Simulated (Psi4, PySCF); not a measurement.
Input for Psi4:
```
memory 2 GB

molecule {
-1 2
  Ag   -0.00000000   -0.00000000   -1.61329523
  I     0.00000000    0.00000000    1.43065803
}

set basis def2-svpd
set reference uks
set scf_type pk
set puream true
set d_convergence 1e-8
set dft_radial_points 99
set dft_spherical_points 590

energy('pbe')
print_variables()
```

Write the same job for PySCF.

This is not unique; one that fits is 
```python
from pyscf import gto, scf, dft

mol = gto.M(
    atom='''
Ag   -0.000000   -0.000000   -1.613295
I     0.000000    0.000000    1.430658
''',
    basis='def2-svpd',
    ecp={'Ag': 'def2-svpd', 'I': 'def2-svpd'},
    charge=-1,
    spin=1,
    verbose=4,
)

mf = dft.UKS(mol)
mf.xc = 'pbe'
mf.grids.atom_grid = (99, 590)
mf.grids.prune = None
mf.kernel()
```

Both were run: Psi4 gave -444.757489 Eh and PySCF -444.757488 Eh, 0.001 mEh apart.
